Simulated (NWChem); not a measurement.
Program: NWChem. System: C₂H₄NO, charge 0, spin multiplicity 2, displaced from the optimised geometry. The structure started from a generated list of species. Its SCF solution wasn't tested for a lower state.

Input file:

```
start mol
memory heap 200 mb stack 900 mb global 1100 mb
geometry units angstroms nocenter noautoz
  C      1.382160     0.403086     0.000000
  C     -0.083016    -0.029501     0.000000
  N     -1.081907     0.852638     0.000000
  O     -0.426157    -1.273486     0.000000
  H      1.900797    -0.010226    -0.906437
  H      1.444475     1.521824     0.000000
  H      1.900797    -0.010226     0.906437
  H     -2.058325     0.476542     0.000000
  symmetry group Cs
end
basis spherical
  * library def2-tzvp
end
dft
  xc xpbe96 cpbe96
  odft
  mult 2
  semidirect memsize 60000000 filesize 0
  iterations 100
  convergence nodiis damp 40
end
task dft gradient
```

The output up to the point where the run's verdict is printed (cleaned and shortened):

```
             Northwest Computational Chemistry Package (NWChem) 7.3.0
             --------------------------------------------------------

                                NWChem Input Module
                                -------------------

 Scaling coordinates for geometry "geometry" by  1.889725989
 (inverse scale =  0.529177249)

 Turning off AUTOSYM since
 SYMMETRY directive was detected!

                             Geometry "geometry" -> ""
                             -------------------------

 Output coordinates in angstroms (scale by  1.889725989 to convert to a.u.)

  No.       Tag          Charge          X              Y              Z
 ---- ---------------- ---------- -------------- -------------- --------------
    1 C                    6.0000     1.38216000     0.40308600     0.00000000
    2 C                    6.0000    -0.08301600    -0.02950100     0.00000000
    3 N                    7.0000    -1.08190700     0.85263800     0.00000000
    4 O                    8.0000    -0.42615700    -1.27348600     0.00000000
    5 H                    1.0000     1.90079700    -0.01022600    -0.90643700
    6 H                    1.0000     1.44447500     1.52182400     0.00000000
    7 H                    1.0000     1.90079700    -0.01022600     0.90643700
    8 H                    1.0000    -2.05832500     0.47654200     0.00000000

 Effective nuclear repulsion energy (a.u.)     111.2332601738

            Nuclear Dipole moment (a.u.)
            ----------------------------
        X                 Y               Z
 ---------------- ---------------- ----------------
     0.0000056692     0.0000037795     0.0000000000

      Symmetry information
      --------------------

 Group name             Cs
 Group number              2
 Group order               2
 No. of unique centers     7

      Symmetry unique atoms

     1    2    3    4    5    6    8


 Summary of "ao basis" -> "" (spherical)
 ------------------------------------------------------------------------------
       Tag                 Description            Shells   Functions and Types
[...]
 d= 0,ls=0.5         73   -169.0720133499 -3.90D+01  8.00D-02              99.4
                                                     4.43D-02
 d= 0,ls=0.5         74   -130.0447820312  3.90D+01  8.00D-02             100.9
                                                     4.43D-02
 d= 0,ls=0.5         75   -169.0720133499 -3.90D+01  8.00D-02             102.4
                                                     4.43D-02
 d= 0,ls=0.5         76   -130.0447820312  3.90D+01  8.00D-02             103.7
                                                     4.43D-02
 d= 0,ls=0.5         77   -169.0720133499 -3.90D+01  8.00D-02             104.9
                                                     4.43D-02
 d= 0,ls=0.5         78   -130.0447820312  3.90D+01  8.00D-02             106.1
                                                     4.43D-02
 d= 0,ls=0.5         79   -169.0720133499 -3.90D+01  8.00D-02             107.4
                                                     4.43D-02
 d= 0,ls=0.5         80   -130.0447820312  3.90D+01  8.00D-02             108.7
                                                     4.43D-02
 d= 0,ls=0.5         81   -169.0720133499 -3.90D+01  8.00D-02             109.9
                                                     4.43D-02
 d= 0,ls=0.5         82   -130.0447820312  3.90D+01  8.00D-02             111.2
                                                     4.43D-02
 d= 0,ls=0.5         83   -169.0720133499 -3.90D+01  8.00D-02             112.5
                                                     4.43D-02
 d= 0,ls=0.5         84   -130.0447820312  3.90D+01  8.00D-02             113.9
                                                     4.43D-02
 d= 0,ls=0.5         85   -169.0720133499 -3.90D+01  8.00D-02             115.2
                                                     4.43D-02
 d= 0,ls=0.5         86   -130.0447820312  3.90D+01  8.00D-02             116.5
                                                     4.43D-02
 d= 0,ls=0.5         87   -169.0720133499 -3.90D+01  8.00D-02             117.8
                                                     4.43D-02
 d= 0,ls=0.5         88   -130.0447820312  3.90D+01  8.00D-02             118.9
                                                     4.43D-02
 d= 0,ls=0.5         89   -169.0720133499 -3.90D+01  8.00D-02             120.1
                                                     4.43D-02
 d= 0,ls=0.5         90   -130.0447820312  3.90D+01  8.00D-02             121.3
                                                     4.43D-02
 d= 0,ls=0.5         91   -169.0720133499 -3.90D+01  8.00D-02             122.5
                                                     4.43D-02
 d= 0,ls=0.5         92   -130.0447820312  3.90D+01  8.00D-02             123.8
                                                     4.43D-02
 d= 0,ls=0.5         93   -169.0720133499 -3.90D+01  8.00D-02             125.0
                                                     4.43D-02
 d= 0,ls=0.5         94   -130.0447820312  3.90D+01  8.00D-02             126.3
                                                     4.43D-02
 d= 0,ls=0.5         95   -169.0720133499 -3.90D+01  8.00D-02             127.5
                                                     4.43D-02
 d= 0,ls=0.5         96   -130.0447820312  3.90D+01  8.00D-02             128.7
                                                     4.43D-02
 d= 0,ls=0.5         97   -169.0720133499 -3.90D+01  8.00D-02             129.9
                                                     4.43D-02
 d= 0,ls=0.5         98   -130.0447820312  3.90D+01  8.00D-02             131.2
                                                     4.43D-02
 d= 0,ls=0.5         99   -169.0720133499 -3.90D+01  8.00D-02             132.4
                                                     4.43D-02
 d= 0,ls=0.5        100   -130.0447820312  3.90D+01  8.00D-02             133.6
                                                     4.43D-02
```

Convergence was not reached. The next line reads: Calculation failed to converge. NWChem stopped with the message: dft gradient failed.
